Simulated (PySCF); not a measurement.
CH₅FO₂Si₂, SMILES O[Si@]1(F)CO[SiH2]1. Geometry optimised at PBE-D3(BJ)/def2-SVP. The structure was generated by enumeration; whether it is a known compound was not checked. Other conformers were not sampled.

**Question.** Give the equilibrium geometry at PBE-D3(BJ)/def2-SVP (PySCF confirms it by a frequency run) as bond lengths and angles. (Estimate from the structure and the level; the computed values follow.)

**Answer.** Several could match; the one computed here: 
Atoms: O1 Si2 F3 C4 O5 Si6 H7 H8 H9 H10 H11. Bond lengths (Å): O1–Si2 1.670, O1–H7 0.974, Si2–F3 1.646, Si2–C4 1.917, Si2–Si6 2.347, C4–O5 1.452, C4–H8 1.113, C4–H9 1.113, O5–Si6 1.718, Si6–H10 1.507, Si6–H11 1.507. Bond angles (°): Si2–O1–H7 116.5, O1–Si2–F3 108.5, O1–Si2–C4 111.9, O1–Si2–Si6 124.1, F3–Si2–C4 116.0, F3–Si2–Si6 118.0, C4–Si2–Si6 74.3, Si2–C4–O5 98.9, Si2–C4–H8 114.0, Si2–C4–H9 114.7, O5–C4–H8 110.5, O5–C4–H9 110.5, H8–C4–H9 107.9, C4–O5–Si6 109.8, Si2–Si6–O5 77.0, Si2–Si6–H10 121.4, Si2–Si6–H11 121.6, O5–Si6–H10 112.5, O5–Si6–H11 112.2, H10–Si6–H11 107.9.
Charge 0, spin multiplicity 1.
